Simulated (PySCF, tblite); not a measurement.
Isomers of C6H8FOP. Method: GFN2-xTB as coded in tblite; computed harmonic values from a numerical Hessian at the method's own geometry, unscaled. Against measured fundamentals such values can be off by several per cent, at times by over 20. One conformer each.

Electronic energies: PBE0/pcSseg-1 single points on the GFN2-xTB geometries (PySCF, gas phase).

| SMILES | electronic energy, lowest = 0 (kcal/mol) |
| --- | --- |
| CC1=C(F)[P@@]1(=O)C1CC1 | 17.6 |
| C=CC[P@]1(=O)C(C)=C1F | 17.5 |
| C#C[P@@]1(=O)C[C@H](F)[C@H]1C | 8.9 |
| COC(F)=C=PC1CC1 | 37.7 |
| COc1ccc(F)p1C | 0.0 |

Task: How do GFN2-xTB zero-point energies change the relative energies?

Result: 
| SMILES | ZPE (kcal/mol) | of it from modes above 1550 cm⁻¹ | electronic (kcal/mol) | with ZPE, lowest = 0 (kcal/mol) | lowest mode (cm⁻¹) | rings |
| --- | --- | --- | --- | --- | --- | --- |
| COc1ccc(F)p1C | 78.2 | 39.1 | 0.0 | 0.0 | 78 | 1 |
| C#C[P@@]1(=O)C[C@H](F)[C@H]1C | 78.2 | 37.9 | 8.9 | 8.8 | 53 | 1 |
| C=CC[P@]1(=O)C(C)=C1F | 77.3 | 39.6 | 17.5 | 16.5 | 34 | 1 |
| CC1=C(F)[P@@]1(=O)C1CC1 | 78.7 | 37.5 | 17.6 | 18.1 | 36 | 2 |
| COC(F)=C=PC1CC1 | 78.6 | 37.4 | 37.7 | 38.1 | 38 | 1 |

The zero-point energies span 1.4 kcal/mol, from `C=CC[P@]1(=O)C(C)=C1F` to `CC1=C(F)[P@@]1(=O)C1CC1`. The order is unchanged.

Task: And how do the electronic energies of GFN2-xTB itself compare?

Result: `COc1ccc(F)p1C` 4.3; `C#C[P@@]1(=O)C[C@H](F)[C@H]1C` 0.0; `C=CC[P@]1(=O)C(C)=C1F` 28.7; `CC1=C(F)[P@@]1(=O)C1CC1` 21.8; `COC(F)=C=PC1CC1` 40.9 kcal/mol, lowest = 0. Against the energies above, taken from the same isomer `COc1ccc(F)p1C`, the largest difference is 13.2 kcal/mol.

Task: What do entropy and thermal enthalpy add at 298.15 K and 1 bar (rigid rotor, harmonic oscillator, one conformer each)?

Result: 
```json
{"SMILES": "COc1ccc(F)p1C", "point group": "C1", "symmetry number": "1", "S (cal/(mol K))": "97.7", "H − H(0) (kcal/mol)": "6.93", "ZPE + H − H(0) − TS (kcal/mol)": "56.0"}
{"SMILES": "C#C[P@@]1(=O)C[C@H](F)[C@H]1C", "point group": "C1", "symmetry number": "1", "S (cal/(mol K))": "98.9", "H − H(0) (kcal/mol)": "7.02", "ZPE + H − H(0) − TS (kcal/mol)": "55.7"}
{"SMILES": "C=CC[P@]1(=O)C(C)=C1F", "point group": "C1", "symmetry number": "1", "S (cal/(mol K))": "105.8", "H − H(0) (kcal/mol)": "7.56", "ZPE + H − H(0) − TS (kcal/mol)": "53.3"}
{"SMILES": "CC1=C(F)[P@@]1(=O)C1CC1", "point group": "C1", "symmetry number": "1", "S (cal/(mol K))": "101.2", "H − H(0) (kcal/mol)": "7.10", "ZPE + H − H(0) − TS (kcal/mol)": "55.6"}
{"SMILES": "COC(F)=C=PC1CC1", "point group": "C1", "symmetry number": "1", "S (cal/(mol K))": "105.4", "H − H(0) (kcal/mol)": "7.29", "ZPE + H − H(0) − TS (kcal/mol)": "54.5"}
```
